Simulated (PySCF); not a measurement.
MgF, SMILES [F][Mg+], charge +1.

Coordinates come from a PBE0-D3(BJ)/def2-TZVPD optimisation. The spin state was assumed, not searched.

Two levels are set side by side: PBE/def2-TZVPD (PySCF) and r2SCAN/def2-TZVPD (PySCF). Same geometry, gas phase. Differences are taken from unrounded values.

| quantity | r2SCAN | PBE | PBE minus r2SCAN |
|---|---|---|---|
| orbital gap (eV) | 4.46 | 3.19 | -1.27 |
| highest occupied level (eV) | -14.06 | -13.92 | 0.14 |
| lowest empty level (eV) | -9.60 | -10.73 | -1.13 |
| mean polarisability (bohr³) | 11.4 | 13.3 | 1.9 |

Rough cost on one machine, each run with all the roots and properties that it gave: r2SCAN against PBE about 3 times.
